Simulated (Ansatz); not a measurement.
System: GaO, net charge 0, doublet state. SMILES: [Ga]=[O]
Structure (B3LYP-D3(BJ)/def2-TZVP (Ansatz, a quantum-chemistry and plane-wave program) minimum search):
```xyz
2

Ga     0.0000     0.0000    -0.3530
O      0.0000     0.0000     1.3680
```
Charge 0, spin multiplicity 2.

### Question
Give the harmonic wavenumbers at B3LYP-D3(BJ)/def2-TZVP (Ansatz, finite differences of forces, unscaled).

### Answer
716 cm⁻¹. Zero-point energy 1.0 kcal/mol.

### Question
From these and the geometry, give the ideal-gas thermochemistry at 298.15 K and 1 atm (rigid rotor, harmonic oscillator).

### Answer
Point group C∞v, rotational symmetry number 1. Rotational constants 13.11, 13.11 GHz. S(trans) 39.26, S(rot) 14.23, S(vib) 0.29, S(elec, spin only) 1.38, S 55.2 cal/(mol K). H(298) - H(0) 2.14 kcal/mol; G - E(el) -13.3 kcal/mol.
